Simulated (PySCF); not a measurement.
# MCl for M along the fifth-period p block

HF with double-zeta basis sets in PySCF, for the lowest determinant that a PBE0 search found; no spin–orbit coupling. De refers to high-spin ground-configuration atoms. A positive dipole means M(−)Cl(+).

| M | basis | reference | state (unpaired electrons) | Re (Å) | ωe (cm⁻¹) | De (eV) | μ (D) |
| --- | --- | --- | --- | --- | --- | --- | --- |
| In | def2-SVP | RHF | singlet (closed shell) | 2.442 | 325 | 3.33 | -3.45 |
| Sn | x2c-SVPall | UHF | doublet (π ↑) | 2.403 | 355 | 2.51 | -3.14 |
| Sb | x2c-SVPall | UHF | triplet (π ↑↑) | 2.390 | 367 | 1.57 | -2.93 |
| Te | def2-SVP | UHF | doublet (π ↑) | 2.364 | 392 | 1.04 | -2.32 |
| I | def2-SVP | RHF | singlet (closed shell) | 2.354 | 406 | 0.63 | -1.65 |

Problem. By what factor does the bond length vary along the series?

Solution. At HF it runs from 2.354 Å (ICl) to 2.442 Å (InCl), a factor of 1.04.

The rows differ in basis set, which adds steps of its own.

The state changes along the series, so neighbouring rows are not always alike in their bonding.

Spin–orbit coupling is left out, which matters for elements this heavy, above all for dissociation energies. Where the molecule has an RHF reference, its open-shell atoms are computed with UHF. Hartree–Fock leaves out correlation, which carries a large part of most bond energies and some tenths to 1 eV of ionisation energies. States were picked by a PBE0 search and need not be the measured ground states.
